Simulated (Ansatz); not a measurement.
Born–Oppenheimer molecular dynamics of BClFO (4 atoms, charge 0, multiplicity 2). It starts from a relaxed structure.

The calculation used UKS BLYP/def2-SVP in Ansatz.

```json
{"ensemble": "NVE (velocity Verlet)", "time step": "1 fs", "steps asked": "300", "starting velocities drawn for": "200 K", "seed": "276956"}
```

First frame:

```xyz
4
Properties=species:S:1:pos:R:3
O -0.208 -1.266 -0.502
B -0.129 -0.012 -0.081
F -1.016 0.961 -0.259
Cl 1.409 0.256 0.821
```

Problem. How far do the bonds stretch over the last three quarters of this one trajectory? (Pairs bonded in most of those frames.)

Solution. 
```csv
bond,mean (Å),spread (Å),shortest,longest
O1–B2,1.325,0.006,1.31,1.34
B2–F3,1.329,0.009,1.31,1.35
B2–Cl4,1.810,0.042,1.74,1.88
```

Mean temperature of the second half: 101 K. The conserved energy stayed within 0.045 meV per atom of its start (net change 0.014 meV per atom), so the integration is sound. The temperature averaged 0.51 of the 200 K drawn at the start: a run that starts near a minimum puts about half its kinetic energy into the potential. A run of 0.3 ps of so small a system gives no equilibrium averages.

The run took 6.5 min on 1 thread of Arm Neoverse V2, with other jobs on the host, peak memory 0.11 GiB.
